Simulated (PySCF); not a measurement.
Cl$_{3}$In, singlet, geometry from GFN2-xTB (such geometries of metal compounds can be far from the true shape) (all electrons, no relativity); R2SCAN/STO-3G in PySCF.

Here is a job for PySCF.
```python
from pyscf import gto, scf, dft

mol = gto.M(
    atom='''
In   -0.00000000   -0.00000000    0.00000000
Cl    2.24449596   -0.20389963   -0.44000345
Cl   -0.90325628   -1.01151285    1.85308124
Cl   -1.34123968    1.21541248   -1.41307779
''',
    basis='sto-3g',
    verbose=4,
)

mf = dft.RKS(mol)
mf.xc = 'r2scan'
mf.level_shift = 0.1
mf.max_cycle = 100
mf.kernel()
mf.analyze()
```

What does PySCF print? Leave out banner, timings and long lists.


```
PySCF version 2.14.0

[INPUT] verbose = 4
[INPUT] num. atoms = 4
[INPUT] num. electrons = 100
[INPUT] charge = 0
[INPUT] spin (= nelec alpha-beta = 2S) = 0
[INPUT] symmetry False subgroup None
[INPUT] Mole.unit = angstrom
[INPUT] Symbol           X                Y                Z      unit          X                Y                Z       unit  Magmom
[INPUT]  1 In     0.000000000000   0.000000000000   0.000000000000 AA    0.000000000000   0.000000000000   0.000000000000 Bohr   0.0
[INPUT]  2 Cl     2.244495960000  -0.203899630000  -0.440003450000 AA    4.241482652093  -0.385314457600  -0.831486014364 Bohr   0.0
[INPUT]  3 Cl    -0.903256280000  -1.011512850000   1.853081240000 AA   -1.706906989493  -1.911482257978   3.501816030169 Bohr   0.0
[INPUT]  4 Cl    -1.341239680000   1.215412480000  -1.413077790000 AA   -2.534575662599   2.296796715578  -2.670330015806 Bohr   0.0

nuclear repulsion = 691.246031735226
number of shells = 26
number of NR pGTOs = 162
number of NR cGTOs = 54
basis = sto-3g
ecp = {}

******** <class 'pyscf.dft.rks.RKS'> ********
method = RKS
initial guess = minao
damping factor = 0
level_shift factor = 0.1
DIIS = <class 'pyscf.scf.diis.CDIIS'>
diis_start_cycle = 1
diis_space = 8
diis_damp = 0
SCF conv_tol = 1e-09
SCF conv_tol_grad = None
SCF max_cycles = 100
direct_scf = True
direct_scf_tol = 1e-13
XC library pyscf.dft.libxc version 7.1.2
    S. Lehtola, C. Steigemann, M. J. T. Oliveira, and M. A. L. Marques,  SoftwareX 7, 1–5 (2018)
XC functionals = r2scan
    J. W. Furness, A. D. Kaplan, J. Ning, J. P. Perdew, and J. Sun,  J. Phys. Chem. Lett. 11, 8208–8215 (2020)
    J. W. Furness, A. D. Kaplan, J. Ning, J. P. Perdew, and J. Sun,  J. Phys. Chem. Lett. 11, 9248–9248 (2020)
    J. W. Furness, A. D. Kaplan, J. Ning, J. P. Perdew, and J. Sun,  J. Phys. Chem. Lett. 11, 8208–8215 (2020)
    J. W. Furness, A. D. Kaplan, J. Ning, J. P. Perdew, and J. Sun,  J. Phys. Chem. Lett. 11, 9248–9248 (2020)
radial grids:
    Treutler-Ahlrichs [JCP 102, 346 (1995); DOI:10.1063/1.469408] (M4) radial grids

becke partition: Becke, JCP 88, 2547 (1988); DOI:10.1063/1.454033
pruning grids: <function nwchem_prune>
grids dens level: 3
symmetrized grids: False
atomic radii adjust function: <function treutler_atomic_radii_adjust>
small_rho_cutoff = 0
Set gradient conv threshold to 3.16228e-05
Initial guess from minao.
tot grids = 78520
init E= -7035.27312726132
  HOMO = -0.612084544423829  LUMO = -0.35392017924  gap/eV = 7.02501
cycle= 1 E= -7050.80946636855  delta_E= -15.5  |g|= 0.255  |ddm|= 2.72
  HOMO = -0.194706682082941  LUMO = 0.104457392355555  gap/eV = 8.14067
cycle= 2 E= -7050.83352456117  delta_E= -0.0241  |g|= 0.0213  |ddm|= 0.625
  HOMO = -0.208136964691209  LUMO = 0.102307869391497  gap/eV = 8.44763
cycle= 3 E= -7050.83372561837  delta_E= -0.000201  |g|= 0.00318  |ddm|= 0.0526
  HOMO = -0.209278916947097  LUMO = 0.101827003195788  gap/eV = 8.46562
cycle= 4 E= -7050.83373290949  delta_E= -7.29e-06  |g|= 0.000512  |ddm|= 0.00985
  HOMO = -0.209223134813499  LUMO = 0.101798231402538  gap/eV = 8.46332
cycle= 5 E= -7050.83373332878  delta_E= -4.19e-07  |g|= 0.000151  |ddm|= 0.00243
  HOMO = -0.209221388300771  LUMO = 0.101819171544292  gap/eV = 8.46384
cycle= 6 E= -7050.83373335819  delta_E= -2.94e-08  |g|= 3.99e-05  |ddm|= 0.00068
  HOMO = -0.209224308808437  LUMO = 0.101812598199962  gap/eV = 8.46375
cycle= 7 E= -7050.83373336037  delta_E= -2.18e-09  |g|= 1.05e-05  |ddm|= 0.000163
  HOMO = -0.209224362510979  LUMO = 0.101812645647311  gap/eV = 8.46375
cycle= 8 E= -7050.83373336052  delta_E= -1.51e-10  |g|= 2.88e-06  |ddm|= 4.36e-05
  HOMO = -0.209224284721399  LUMO = 0.00181248766787473  gap/eV = 5.74260
Extra cycle  E= -7050.83373336053  delta_E= -1.46e-11  |g|= 2.09e-06  |ddm|= 1.9e-05
converged SCF energy = -7050.83373336053
**** SCF Summaries ****
Total Energy =                       -7050.833733360533188
Nuclear Repulsion Energy =             691.246031735225870
One-electron Energy =               -11135.537631700439306
Two-electron Energy =                 3393.457866604679566
Two-electron Coulomb Energy =         3635.007059688713980
DFT Exchange-Correlation Energy =     -241.549193084034556
HOMO-LUMO gap [eV] =                     5.742603077899392
**** MO energy ****
MO #1   energy= -975.8375764698    occ= 2
MO #2   energy= -141.590050066457  occ= 2
MO #3   energy= -134.406005857908  occ= 2
MO #4   energy= -134.403635949984  occ= 2
MO #5   energy= -134.403635918928  occ= 2
MO #6   energy= -100.053611172946  occ= 2
MO #7   energy= -100.053610988326  occ= 2
MO #8   energy= -100.053610443448  occ= 2
MO #9   energy= -25.74973867659    occ= 2
MO #10  energy= -23.0842851638464  occ= 2
MO #11  energy= -23.0762308297913  occ= 2
MO #12  energy= -23.0762301981677  occ= 2
MO #13  energy= -15.408920376276   occ= 2
MO #14  energy= -15.4066537413612  occ= 2
MO #15  energy= -15.4066530873844  occ= 2
MO #16  energy= -15.4011712199582  occ= 2
MO #17  energy= -15.4011707837349  occ= 2
MO #18  energy= -9.12202754393688  occ= 2
MO #19  energy= -9.12198079636452  occ= 2
MO #20  energy= -9.12198022412862  occ= 2
MO #21  energy= -6.88379106625587  occ= 2
MO #22  energy= -6.88377222548255  occ= 2
MO #23  energy= -6.88376647096364  occ= 2
MO #24  energy= -6.87303929888301  occ= 2
MO #25  energy= -6.87280896500248  occ= 2
MO #26  energy= -6.87280778736108  occ= 2
MO #27  energy= -6.8716975767819   occ= 2
MO #28  energy= -6.87169162669504  occ= 2
MO #29  energy= -6.8715823204755   occ= 2
MO #30  energy= -3.61941147602361  occ= 2
MO #31  energy= -2.56410591998817  occ= 2
MO #32  energy= -2.55299984900331  occ= 2
MO #33  energy= -2.55299936523998  occ= 2
MO #34  energy= -0.717609056681162 occ= 2
MO #35  energy= -0.7088908510866   occ= 2
MO #36  energy= -0.708890408863186 occ= 2
MO #37  energy= -0.350824099837405 occ= 2
MO #38  energy= -0.339797830433091 occ= 2
MO #39  energy= -0.339797348818928 occ= 2
MO #40  energy= -0.31563142099187  occ= 2
MO #41  energy= -0.315630230314382 occ= 2
MO #42  energy= -0.308743144491611 occ= 2
MO #43  energy= -0.276220780568647 occ= 2
MO #44  energy= -0.276219231586933 occ= 2
MO #45  energy= -0.25544267321664  occ= 2
MO #46  energy= -0.222881256644739 occ= 2
MO #47  energy= -0.222880326618927 occ= 2
MO #48  energy= -0.222695014327446 occ= 2
MO #49  energy= -0.209225572395526 occ= 2
MO #50  energy= -0.209224284721399 occ= 2
MO #51  energy= 0.00181248766787473 occ= 0
MO #52  energy= 0.00303226151099811 occ= 0
MO #53  energy= 0.19610584057973   occ= 0
MO #54  energy= 0.196110957730666  occ= 0
 ** Mulliken pop on meta-lowdin orthogonal AOs  **
 ** Mulliken pop  **
 ** Mulliken atomic charges  **
charge of    0In =      0.75986
charge of    1Cl =     -0.25329
charge of    2Cl =     -0.25329
charge of    3Cl =     -0.25329
Dipole moment(X, Y, Z, Debye):  0.00000, -0.00002, -0.00005
```
